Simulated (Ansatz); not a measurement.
`[Cl][Ga]([Cl])[Br]` + CH₃NH₂ → `C[NH][Ga]([Cl])[Cl]` + HBr at 400 K and 1 bar (ligand exchange at a Ga–Br bond).

Computed with Ansatz on PBE0-D4/def2-TZVP structures; ΔE is electronic, products minus reactants. CCSD(T)/CBS is the MP2 limit (def2-TZVPP, def2-QZVPP) plus CCSD(T) − MP2 in def2-TZVPP, frozen cores. For Br, Ga outer-core shells are correlated without core-valence functions, which leaves a few kJ/mol of doubt a bond. Scalar relativity is left out up to krypton. One conformer a species, not always the lowest.

```tsv
species	CCSD(T)/CBS energy (Eh)	H − E (kJ/mol)	S (J/(mol·K))
`[Cl][Ga]([Cl])[Br]`	-5416.98025	35.1	369.3
CH₃NH₂	-95.75281	185.4	256.0
`C[NH][Ga]([Cl])[Cl]`	-2938.78787	183.8	411.0
HBr	-2573.91920	27.6	207.2
```

H − E and S are ideal-gas, rigid-rotor, harmonic terms from PBE0-D4/def2-TZVP, for one conformer and one mirror image of each species. 1 Eh = 2625.50 kJ/mol, R = 8.31446 J/(mol·K).

**Question.** By hand: ΔE, ΔH, ΔS and ΔG.

**Answer.** ΔE = (-2938.78787) + (-2573.91920) − (-5416.98025) − (-95.75281) = 0.02599 Eh = 68.2 kJ/mol. Δ(H − E) = 183.8 + 27.6 − 35.1 − 185.4 = -9.1, so ΔH = 59.1 kJ/mol. ΔS = 411.0 + 207.2 − 369.3 − 256.0 = -7.1 J/(mol·K). ΔG = 59.1 − 400 × (-7.1)/1000 = 61.9 kJ/mol.

**Question.** By hand: the equilibrium constant, and the temperature at which ΔG would vanish if ΔH and ΔS stayed fixed.

**Answer.** log₁₀ K = −ΔG/(RT ln 10) = -8.1. ΔH and −TΔS have one sign here, so there is no such temperature.

The number of gas molecules stays the same, so ΔS is small and ΔH decides. A doubt of 5 kJ/mol in ΔE shifts log₁₀ K by 0.7 here. Other conformers and mirror images would add mixing entropy, several J/(mol·K) or more a flexible species. These are equilibria of isolated gas molecules and say nothing of rates. Largest T1 diagnostic: 0.012 (customary marks: 0.02 for closed shells, 0.045 for open ones).

ΔS is within the doubt of such terms, so its sign, and with it that verdict, could turn.
